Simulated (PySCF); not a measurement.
**What settings do to a single point of [Eu(H2S)3]3+**

The sound run of [Eu(H2S)3]3+ (singlet in the valence; each metal's 4f electrons, 6 of them, lie in its core potential, out of spins and levels) uses PySCF 2.14.0, RKS B3LYP, Eu lcecp-1-SVP with ECP52, S def2-SVP, H def2-SVP; non-relativistic Hamiltonian with scalar-relativistic core potentials where named; density fitting; no spin-orbit coupling, grid (50, 194), threshold 1e-8 Eh and 55 cycles, at the relaxed geometry:

```xyz
10

Eu    0.0832   -0.0428   -0.8831
S     2.7026    0.0221    0.3533
H     2.8537   -1.1204    1.0905
H     3.6086   -0.3066   -0.6199
S    -1.2981    2.2909    0.1202
H    -0.3516    3.2273    0.4362
H    -1.8132    2.9548   -0.9606
S    -1.5385   -2.3715   -0.3118
H    -1.4038   -2.6888    1.0119
H    -2.8430   -1.9650   -0.2368
```

There Eu1 has a Mulliken charge of 1.59 e and the dipole about the centre of mass is 0.50 D. Each run below changes one thing and starts from free metal ions and neutral atoms unless it says otherwise; with 55 cycles, smearing, a level shift and second-order steps follow where DIIS fails, and their cycles count. Energy shifts count from the sound run. On f atoms grids over 110 angular points are at least (60, 302).

```
                                                       change    outcome  cycles  energy shift (eV)  largest force component (eV/Å)  charge on Eu1 (e)  dipole about the centre of mass (D)
                                              threshold 0.001  converged       6             0.0008                            0.02               1.60                                 0.48
                         spin (2S) set to 12, limit 68 cycles  converged      24              40.46                            5.68              -0.11                                 4.88
start from a density of up to 30 smeared cycles (not counted)  converged       7             0.0000                            0.01               1.59                                 0.50
```

**Question.** How does the run with this change end: grid (15, 26)?

**Answer.** outcome converged, cycles 11, energy shift (eV) 4.30, largest force component (eV/Å) 0.64, charge on Eu1 (e) 1.60, dipole about the centre of mass (D) 0.54.

Unsound on purpose, so not properties of the compound: grid (15, 26); spin (2S) set to 12, limit 68 cycles.

Forces carry noise of the integration grid, about 0.01 to 0.03 eV/Å.

No frequency check is given that shows the relaxed geometry to be a minimum, and it was reached by following one of several unstable modes of a saddle point. An lcecp potential fixes the number of 4f electrons, so in runs with it no electron can move into or out of that shell.
